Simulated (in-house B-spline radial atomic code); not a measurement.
Br IV (Br3+): [Ar] 3d10 4s2 4p1 7f1 (an excited or competing configuration)

Level of theory: Dirac-Hartree-Fock, average of configuration, Fermi nucleus of rms radius 4.1629 fm; calculated with a radial B-spline atomic code at the basis-set limit.

Effective charges: Z_r = [3n² - l(l+1)]/(2<r>) from the radius, Z_e = n√(-2ε) from the energy, and Slater's rules. Values are occupation-weighted means over j. An effective charge above Z reflects the relativistic contraction of the inner shells.

```csv
shell,electrons,ε (eV),<r> (bohr),Z_r,Z_e,Slater
1s,2,-13619,0.04273,35.11,31.64,34.70
2s,2,-1878.9,0.1886,31.81,23.50,30.85
2p,6,-1658.4,0.1653,30.24,22.08,30.85
3s,2,-329.14,0.5475,24.66,14.76,23.75
3p,6,-256.8,0.5614,22.26,13.03,23.75
3d,10,-137.3,0.5815,18.06,9.53,13.85
4s,2,-70.124,1.53,15.68,9.08,9.00
4p,1,-56.256,1.711,13.44,8.13,9.00
7f,1,-4.5544,16.36,4.13,4.05,4.00
```

The least bound orbital is 7f5/2 at -4.554 eV, and it is also the most diffuse (<r> = 16.36 bohr).

Spin-orbit splittings of the orbital energies (j = l + 1/2 above j = l - 1/2 when positive): 2p 47.96 eV, 3p 7.235 eV, 3d 1.165 eV, 4p 0.7646 eV, 7f -0.0002297 eV.

For the 1s electron the small component carries 1.61 % of the norm, the zero-frequency Breit interaction raises the level by 21.55 eV, self-energy by 11.38 eV, and vacuum polarisation lowers it by 1.161 eV.
